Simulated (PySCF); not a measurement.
# Basis-set dependence of LaS at PBE

PySCF, UKS reference; doublet, unpaired electrons σ ↑; De to La (5d1 6s2) + S without counterpoise correction.

| basis | relativity | functions | Re (Å) | ωe (cm⁻¹) | De (eV) | μ (D) |
| --- | --- | --- | --- | --- | --- | --- |
| x2c-SVPall | spin-free X2C | 84 | 2.372 | 450 | 6.22 | -5.11 |
| def2-TZVPP | scalar-relativistic core potentials | 98 | 2.408 | 443 | 5.98 | -5.75 |
| x2c-TZVPall | spin-free X2C | 118 | 2.368 | 449 | 6.18 | -5.47 |

(1) How does each smaller set differ from the one with most functions, x2c-TZVPall?

A positive dipole means La(−)S(+). These are scalar-relativistic numbers at best; spin–orbit coupling would shift them, the dissociation energy most. With d or f electrons several states lie close, and the lowest PBE0 determinant need not be the measured ground state.

Answers

(1) x2c-SVPall: +0.4 pm, +0.2 % in ωe, +0.04 eV in De; def2-TZVPP: +4.0 pm, -1.3 % in ωe, -0.20 eV in De. All at PBE; the set with most functions is neither the basis-set limit nor always the best. The rows treat relativity differently, so the differences are not basis effects alone.
